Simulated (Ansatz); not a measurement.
Start from `C[CH](C)[Al]([Cl])[CH](C)C` and change one atom or group to get `CC(C)[O][Al]([Cl])[CH](C)C`.

Ansatz, PBE0-D4/def2-TZVP geometries, multiplicity 1. Each molecule was computed in one conformer, which needn't be the lowest.

```tsv
property	`C[CH](C)[Al]([Cl])[CH](C)C`
HOMO energy (ωB97M-V/def2-TZVPP) / eV	-9.08
HOMO energy (PBE/def2-TZVPP) / eV	-5.72
HOMO–LUMO gap (ωB97M-V/def2-TZVPP) / eV	9.87
size of the dipole moment (ωB97M-V/def2-TZVPP) / D	1.99
HOMO–LUMO gap (PBE/def2-TZVPP) / eV	4.16
LUMO energy (ωB97M-V/def2-TZVPP) / eV	0.78
```

Task: Give the same properties after the change, and the shifts. (An estimate is asked.)

Result: The calculation gave: 
```tsv
property	`CC(C)[O][Al]([Cl])[CH](C)C`	shift
HOMO energy (ωB97M-V/def2-TZVPP) / eV	-9.68	-0.60
HOMO energy (PBE/def2-TZVPP) / eV	-6.16	-0.44
HOMO–LUMO gap (ωB97M-V/def2-TZVPP) / eV	10.90	1.03
size of the dipole moment (ωB97M-V/def2-TZVPP) / D	2.68	0.69
HOMO–LUMO gap (PBE/def2-TZVPP) / eV	5.06	0.90
LUMO energy (ωB97M-V/def2-TZVPP) / eV	1.22	0.44
```

With PBE0 the HOMO falls by 0.53 eV and the LUMO rises by 0.47 eV, so the gap widens by about 1.00 eV. PBE moves the HOMO by -0.44 eV and ωB97M-V by -0.60 eV. Dipoles are sizes alone; their direction can turn.
